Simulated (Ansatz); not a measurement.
H3Sb, triplet, geometry from GFN2-xTB (a higher spin typed on purpose: for a closed-shell molecule this is an excited state) (core potentials on Sb); PBE0/def2-TZVP run with Ansatz (an electronic-structure program).

Input for Ansatz:
Ansatz 0.2 input:
```yaml
crystal:
  periodic: [false, false, false]
  atoms:
    - {symbol: Sb, position_ang: [-0.03072174, 0.00612194, 0.00294575]}
    - {symbol: H, position_ang: [-0.40271124, -1.90552364, 0.08879553]}
    - {symbol: H, position_ang: [0.34262816, 1.91749643, -0.08303447]}
    - {symbol: H, position_ang: [1.62689170, -0.32419160, -0.15599435]}
basis:
  gaussian:
    orbitals: def2-TZVP
    point_charges:
      - {charge: 0.5, position_ang: [3.6192, 1.2877, 3.5160]}
hamiltonian:
  xc: pbe0
magnetization: {spin_polarized: true, initial_magnetization: 2}
```

The log (banner, timings and long lists left out):

```
Functional definition: PBE0
573 factors; their error is unknown
mean field evaluation 1: about -6582.6679 eV, gradient 6.9e0 eV
mean field evaluation 2: about -6582.8605 eV, gradient 6.3e0 eV
mean field evaluation 4: about -6583.0407 eV, gradient 2.8e-1 eV
mean field evaluation 8: about -6583.2251 eV, gradient 3.3e-1 eV
mean field evaluation 16: about -6583.2254 eV, gradient 1.5e-4 eV
mean field -6583.22535347 eV, -241.9290694698 hartree, gradient 6.1e-5 eV, S^2 2.021630; 0 other end points of the search recorded, 0 dependent functions left out
reference -6583.22538209 eV, -241.9290705215 hartree; 14, 12 occupied and 54, 56 virtual orbitals, 573 factors
Total energy: -6583.22538209 eV, -241.9290705215 hartree
```
